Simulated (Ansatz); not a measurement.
Relaxation of ClH₉OSiW (13 atoms, charge 0, multiplicity 1), to a largest force component of 0.03 eV/Å in at most 50 steps.

Theory: RKS PBE-D4/def2-SVP in Ansatz.

```xyz
13
Properties=species:S:1:pos:R:3:forces:R:3
W 0.091 0.398 -0.488 0.21 0.23 -0.04
Cl -1.066 1.462 2.740 0.61 0.13 -0.09
H 1.718 0.494 -1.141 -0.14 0.05 -0.01
O -1.055 1.867 -0.390 0.21 -0.19 0.04
H -1.259 2.224 0.511 -0.08 0.02 -0.02
H -0.742 -1.035 -0.053 0.03 -0.05 -0.12
H 0.779 -0.509 0.793 -0.05 -0.03 0.09
H 0.334 -0.062 -2.118 -0.10 -0.07 0.13
Si 2.098 1.216 0.716 -0.18 0.24 0.16
H 3.308 0.365 1.007 -0.07 0.00 -0.06
H 2.583 2.536 0.121 -0.04 -0.15 0.10
H 1.608 1.630 2.159 0.21 -0.05 -0.13
H 0.300 1.631 2.627 -0.60 -0.14 -0.04
```

Where does it end, and by what steps?

It converged. The force dipped under the threshold on the way, but the program's further checks kept it going. After 15 steps the energy has fallen by 0.299 eV; Cl2 moved furthest, 0.66 Å.

```
step  energy less start (eV)  largest force component (eV/Å)  accepted
   0                  0.0000                           0.611       yes
   1                 -0.0663                           0.347       yes
   2                 -0.1344                           0.397       yes
   3                 -0.2030                           0.820       yes
   4                 -0.2573                           0.542       yes
   5                 -0.2778                           0.255       yes
   6                 -0.2831                           0.353       yes
   7                 -0.2897                           0.091       yes
   8                 -0.2942                           0.076       yes
   9                 -0.2961                           0.072       yes
  10                 -0.2964                           0.060       yes
  11                 -0.2972                           0.072       yes
  12                 -0.2976                           0.074       yes
  13                 -0.2980                           0.065       yes
  14                 -0.2986                           0.030       yes
  15                 -0.2988                           0.026       yes
```

```xyz
13
Properties=species:S:1:pos:R:3
W 0.140 0.427 -0.456
Cl -0.974 2.113 2.752
H 1.476 0.989 -1.361
O -1.276 1.616 -0.411
H -1.491 2.001 0.478
H -0.325 -1.213 -0.476
H 0.486 -0.479 0.946
H 0.355 -0.300 -1.970
Si 2.150 1.215 0.836
H 3.224 0.154 0.757
H 2.764 2.539 0.449
H 1.860 1.365 2.338
H 0.307 1.793 2.603
```

Whether the end is a true minimum wasn't checked by a vibrational analysis.

The run took 18 s on 4 threads of Intel(R) Xeon(R) 6975P-C (Granite Rapids), on a shared host, peak memory 0.2 GiB.
